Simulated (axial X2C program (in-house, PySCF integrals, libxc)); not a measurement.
BaAl: from the spin-free to the two-component result

All values were computed with an axial X2C code built on PySCF integrals. Spin-free means the one-electron spin-free X2C Hamiltonian; two-component (2c) means X2C with spin–orbit coupling and atomic mean-field two-electron Coulomb and Gaunt terms, so the difference of the two also holds small scalar two-electron terms. Basis: Ba dyall-cv3z [14s14p9d5f1g], Al dyall-v3z [8s8p2d1f] (cores contracted in-house); Gaussian nuclei, density fitting, unrestricted open shells. Masses: Ba 137.905 u, Al 26.982 u.

Spin-free state: M_S = 3/2, Λ = 0 (beyond evenly filled blocks: σα, π+α, π-α); fragments Ba + Al.

```json
{"level": "PBE0", "Re (Å)": "3.011", "ωe (cm⁻¹)": "224.4", "μ (D)": "-5.76"}
{"level": "PBE", "Re (Å)": "3.032", "ωe (cm⁻¹)": "214.8", "μ (D)": "-5.32"}
```

Dipoles are positive if Al is the positive end.

Two-component determinant lowest at the distance of the search:

Ω = 3/2 (⟨Sz⟩ = 1.50, ⟨Lz⟩ = 0.00 at PBE0); fragments Ba + Al.

```
level  Re (Å)  ωe (cm⁻¹)  μ (D)
 PBE0   3.010      224.5  -5.75
  PBE   3.031      214.9  -5.31
```

Task: From the two tables, how do the constants change at the PBE0 level (2c against spin-free)?

Result: At the PBE0 level Re drops by 0.001 Å and ωe stays the same within 0.2 cm⁻¹.

Occupations by symmetry block were frozen at the best pattern of an incomplete PBE0 search. De is not given where an atomic determinant may have missed its ground term or J level, or where the truncated virtual space spoils (T). Density functionals use the spin component along the axis (collinear). Other states lie close and PBE0, whose exact exchange favours high spin, may order them wrongly; the determinant shown need not be the ground state. The nearest other spin-free determinant of the search, M_S = 1/2, Λ = 0, lies 0.27 eV up at the distance of the search. The functionals have no current-density term, which raises determinants with orbital currents, atoms included. The spin of this state cannot come from the lowest atoms; the curve heads to a higher limit, and no De is given. With several unpaired electrons one determinant need not be a pure state. This is the top spin component of a Σ state; components of lower Ω are not single determinants and can lie lower.
